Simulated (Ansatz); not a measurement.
A nudged elastic band was laid between two geometries of Cl₂F₂H₂OZr (8 atoms, charge 0, multiplicity 1).

Theory: RKS PBE0/def2-SVP in Ansatz 0.2.0.

```yaml
movable_images: 5
climbing_image: yes
spring: 5.0 eV/Å²
optimiser: quadratic models (default)
start_path: through a guess of the saddle point
force_threshold: 0.03 eV/Å
iteration_limit: 60
end_points: relaxed
```

Image 0:

```xyz
8
Properties=species:S:1:pos:R:3
Zr -0.065 0.106 0.140
Cl -0.578 -0.298 2.435
F 1.715 0.046 -0.545
Cl -1.484 1.641 -0.937
F -0.651 -1.548 -0.562
O 1.055 1.889 1.185
H 1.984 2.019 0.955
H 0.962 1.990 2.142
```

Image 6:

```xyz
8
Properties=species:S:1:pos:R:3
Zr 0.265 0.389 -0.149
Cl -0.960 0.590 2.601
F 1.400 0.362 -1.660
Cl -1.642 1.546 -0.921
F 0.039 -1.460 0.216
O 1.394 1.382 1.113
H 2.234 1.850 1.121
H 0.206 1.187 2.491
```

(1) What changes between the two ends?

(2) What energy profile does the band end with?

(3) What is the geometry of the highest image?

(4) What are the harmonic wavenumbers there?

Answers

(1) Bonds broken: O6–H8. Bonds formed: Cl2–H8.

(2) The run converged. The highest image is number 5 of 0 to 6, 0.92 eV above the first end and 0.02 eV above the last; the last end lies 0.90 eV above the first. A vibrational analysis at the climbing image gives one clearly imaginary mode, 250i cm⁻¹: a first-order saddle point. The orbitals stay closed-shell, which can raise the energy where a bond breaks towards radicals; this wasn't checked here.

```tsv
image	path coordinate (Å)	energy (eV)	O6–H8 (Å)	Cl2–H8 (Å)
0	0.00	0.00	0.97	2.77
1	0.54	0.03	0.97	2.65
2	1.09	0.07	0.97	2.56
3	1.63	0.14	0.97	2.31
4	2.18	0.46	1.03	1.87
5	2.72	0.92	1.44	1.40
6	3.16	0.90	1.83	1.31
```

(3) 
```xyz
8
Properties=species:S:1:pos:R:3:forces:R:3
Zr 0.172 0.383 -0.083 0.00 0.00 0.00
Cl -0.874 0.625 2.538 0.00 0.00 0.00
F 1.428 0.440 -1.493 0.00 0.00 0.00
Cl -1.675 1.518 -0.991 0.00 0.00 0.00
F -0.063 -1.484 0.111 0.00 0.00 0.00
O 1.348 1.382 1.226 0.00 0.00 0.00
H 2.221 1.787 1.230 0.00 0.00 0.00
H 0.381 1.195 2.275 0.00 0.00 0.00
```

(4) 250i, 59, 103, 125, 133, 160, 173, 232, 277, 407, 491, 620, 691, 698, 738, 923, 1733, 3923 cm⁻¹.

Time of the run: 3.3 min on 4 threads of Arm Neoverse V2, on a shared host, peak memory 0.31 GiB.
